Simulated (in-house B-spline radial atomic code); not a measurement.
## RPA and G0W0 on BHandHLYP: P

Configuration [Ne] 3s2 3p3, highest spin, mean-field start BHandHLYP. Computed with a B-spline radial code for spherical atoms: all electrons, scalar-relativistic (spin-free one-electron X2C), finite nucleus, each spin shell either full or empty, empty states to l = 9 with an (l + 1/2)⁻⁴ tail; G0W0 by contour deformation at full frequency.

Command:
```bash
python run_gw.py task.json out
```
Settings (radii: box in bohr, nucleus in fm):
```
Z                        15
electrons                15
configuration            [Ne] 3s2 3p3
hamiltonian              x2c
method                   bhandhlyp
lmax                     9
rms_radius               3.1889
spin_polarised           True
box_radius               40
intervals                74
```

Cost of the run: 2.1 s on 1 thread of Arm Neoverse V2, on a shared host.

Energies (hartree):

```tsv
term	value
mean-field total	-342.10229
Hartree-Fock functional on these orbitals	-341.53370
direct second order	-0.90402
second-order exchange	0.33202
SOSEX correction	0.30202
```

**Question.** What is the RPA correlation energy, and what remains with SOSEX?

**Answer.** RPA gives -0.7956 hartree (-1.44 eV per electron); RPA + SOSEX gives -0.49359, and the second-order doubles -0.572 hartree (no singles). SOSEX takes back 38 % of the RPA value.

Quasi-particle levels (eV):

```json
{"level": "3p up", "occupied": "yes", "mean field": "-8.434", "Σx - vxc": "-2.10", "Σc": "?", "QP weight": "?", "G0W0": "?"}
{"level": "3s down", "occupied": "yes", "mean field": "-14.468", "Σx - vxc": "-0.62", "Σc": "-1.24", "QP weight": "0.892", "G0W0": "-16.326"}
{"level": "3p down", "occupied": "no", "mean field": "-1.932", "Σx - vxc": "3.28", "Σc": "-2.01", "QP weight": "0.924", "G0W0": "-0.660"}
```

G0W0 = mean field + (Σx - vxc) + Σc, with Σc (partial-wave tail included) taken at the quasi-particle energy. Only the outer levels were computed. Levels of low weight are left out.

**Question.** Where does G0W0 put 3p up?

**Answer.** At -10.590 eV, with Σc = -0.06 eV and a quasi-particle weight of 0.906. The tabulated removal energy is 10.487 eV (NIST, measured); the calculation leaves out spin-orbit coupling, Breit and QED terms, and what these don't explain is the method's own error.
